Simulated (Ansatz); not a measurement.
Molecule: butyl(trichloro)silane, C₄H₉Cl₃Si, charge 0, multiplicity 1. 
Geometry from a B3LYP-D3(BJ)/def2-TZVP (Ansatz, a quantum-chemistry and plane-wave program) optimisation:
```xyz
17

C      4.4593    -0.1609     0.6825
C      3.2496     0.7621     0.5736
C      1.9507     0.0038     0.3050
C      0.7360     0.9323     0.1958
Si    -0.8695     0.0693    -0.1298
Cl    -2.4030     1.4260    -0.2517
Cl    -1.3007    -1.2575     1.3756
Cl    -0.7898    -0.9740    -1.8955
H      4.3335    -0.8790     1.4962
H      5.3737     0.4029     0.8742
H      4.6046    -0.7285    -0.2396
H      3.4114     1.4906    -0.2273
H      3.1422     1.3412     1.4963
H      1.7855    -0.7236     1.1048
H      2.0545    -0.5743    -0.6176
H      0.6073     1.5099     1.1167
H      0.8770     1.6596    -0.6101
```

Wanted: atomisation energy (electronic, to ground-state atoms), in kcal/mol. Valence correlation only, unless marked. Open shells are spin-unrestricted. No spin-orbit coupling. Non-relativistic. The coupled-cluster limit lacks core correlation, which all-electron functionals hold. CBS(X,Y): correlation extrapolated as X^-3; Hartree-Fock from the larger set. The bracket is a focal-point correction in the basis named.

```json
[
 {"level": "HF/STO-3G", "program": "Ansatz", "atomisation energy (kcal/mol)": "1465.3"}
]
```

### Question
Predict the RI-MP2/CBS(aug-cc-pV(T+d)Z,aug-cc-pV(Q+d)Z)+[CCSD(T)-MP2]/aug-cc-pV(T+d)Z result (Ansatz).

### Answer
1563.7 kcal/mol
